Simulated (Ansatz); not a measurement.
```yaml
crystal:
  periodic: [false, false, false]
  atoms:
    - {symbol: F, position_ang: [1.624141, -1.880864, -0.832431]}
    - {symbol: C, position_ang: [0.916698, -0.726593, -1.079686]}
    - {symbol: C, position_ang: [0.993762, 0.172846, 0.102887]}
    - {symbol: F, position_ang: [2.245763, 0.517307, 0.396713]}
    - {symbol: C, position_ang: [0.005720, 0.665118, 0.833452]}
    - {symbol: C, position_ang: [-1.433273, 0.339616, 0.608846]}
    - {symbol: F, position_ang: [-1.684404, -0.977237, 0.651583]}
    - {symbol: F, position_ang: [-2.185811, 0.919698, 1.546917]}
    - {symbol: F, position_ang: [-1.880823, 0.771942, -0.583498]}
    - {symbol: H, position_ang: [-0.116612, -0.983719, -1.310767]}
    - {symbol: H, position_ang: [1.372055, -0.226158, -1.940874]}
    - {symbol: H, position_ang: [0.219784, 1.352844, 1.640757]}
basis:
  gaussian: {orbitals: def2-mTZVPP}
hamiltonian: {xc: {name: r2SCAN}}
correlation: {method: rpa, electrons: outside_noble_gas}
outputs: {forces: true}
```

```sh
$ ansatz run in.yaml --threads 2 --pin off --events-out ev --progress --plain --max-ram 32768MiB --backend cpu
```

Output, abridged:

```
Error: YAML parse error: error: line 20 column 1: unknown field `outputs`, expected one of crystal, accuracy, basis, kpoints, hamiltonian, magnetization, projection, total_charge, correlation, batch, efield, external_charges, scf, relax, neb, saddle, md, ramp, phonons, dielectric, real_time, elastic, magnetic_configurations, gw, evaluate, workflow, output, checkpoint, execution
18 | hamiltonian: {xc: {name: r2SCAN}}
19 | correlation: {method: rpa, electrons: outside_noble_gas}
20 | outputs: {forces: true}
```

(1) What is wrong with this run?

Results:

(1) The input holds a key that doesn't belong there. The program refused the input.
